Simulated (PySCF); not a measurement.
Ga(F)2(SH) (F2GaHS), SMILES [F][Ga]([F])[SH].

Geometry optimised at r2SCAN-D4/def2-SVP. The values are those of a single conformer.

All values below come from PySCF with HF/def2-TZVPD.

Isolated molecule, no solvent.

| Property | Result |
|---|---|
| total energy | -2520.47686 hartree |
| point group | Cs |
| highest occupied level | -11.45 eV |
| lowest empty level | 0.65 eV |
| orbital gap | 12.10 eV |
| dipole moment | 2.23 D |
| quadrupole, principal values (traceless, Buckingham form, about the centre of nuclear charge) | -6.54, -0.79, 7.33 D·Å |
| mean static polarisability | 41.6 bohr³ (6.16 Å³) |
| polarisability, principal values | 35.8, 39.4, 49.6 bohr³ |
